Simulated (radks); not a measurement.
Values are calculated unless marked as measured or tabulated.
Q: The mean radii <r> (bohr) of the occupied orbitals of an atom or ion are listed with their occupations. Level of theory: Dirac Kohn-Sham, PBE, spin-unpolarised, spherical densities, finite nucleus; Fermi nuclear charge, rms radius of each element as measured or else 0.836 A^(1/3) + 0.57 fm (a radial shooting solver on a logarithmic mesh with Libxc functionals).

| orbital | occ. | <r> |
|---|---|---|
| 1s1/2 | 2 | 0.05031 |
| 2s1/2 | 2 | 0.2260 |
| 2p1/2 | 2 | 0.1959 |
| 2p3/2 | 4 | 0.1993 |
| 3s1/2 | 2 | 0.6720 |
| 3p1/2 | 2 | 0.6905 |
| 3p3/2 | 4 | 0.7001 |
| 3d3/2 | 4 | 0.7712 |
| 3d5/2 | 4 | 0.7751 |

Name the element and its charge. Open shells, if any, fill j = l - 1/2 first.

A: Z = 30, zinc, charge +4: Zn4+ in [Ar] 3d8. The 1s radius gives Z: for a bare nucleus <r> = (2 gamma + 1)/(2Z) with gamma = sqrt(1 - (Z/c)^2), 0.04919 bohr for Z = 30, and screening makes it slightly larger (0.05031 here). The occupations add up to 26, and the charge is Z minus that.
